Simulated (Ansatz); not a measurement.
Breaking the Se1–H2 bond in CH4OSe (SMILES CO[SeH]) (multiplicity 1 held, fragments rigid). Energies count from the point at 1.484 Å.
Geometry at that point (charge 0, multiplicity 1):
```tsv
atom	x (Å)	y (Å)	z (Å)
Se	-0.4149	-0.1755	0.5953
H	-1.2102	-1.1283	-0.2177
O	1.0021	-0.0727	-0.5290
C	0.8200	0.7815	-1.6553
H	0.5450	1.7956	-1.3545
H	1.7809	0.8024	-2.1719
H	0.0548	0.3899	-2.3327
```

R- and RO- levels are restricted; in cc, def2 and unpolarised 6-31G sets they are followed outwards from rest. Unrestricted levels (U-) break spin symmetry where that is lower. Active spaces are followed from a long bond inwards. Levels need not reach the same state.

Correlated levels freeze the cores. Filled d and f shells under p-block atoms count as core.

Codes used: Ansatz (Gaussian orbitals). Values without a source in brackets are computed.

Q: Predict the energy at R = 4.748 Å from U-PBE/cc-pVTZ.

A: 297 kJ/mol

Q: Estimate the energy at R = 4.748 Å that FIC-MRCISD+Q on CASSCF(4,3)/cc-pVTZ returns for this input.

A: 313 kJ/mol

Q: Predict the energy at R = 4.748 Å from R-wB97X-V/cc-pVTZ.

A: 618 kJ/mol

Doubts at one or more of the structures used: a spin-contaminated determinant (U-PBE/cc-pVTZ); a restricted determinant that unrestricted orbitals would lower (R-wB97X-V/cc-pVTZ); active orbitals that take no part (FIC-MRCISD+Q on CASSCF(4,3)/cc-pVTZ).

Ansatz is a quantum-chemistry and plane-wave program.
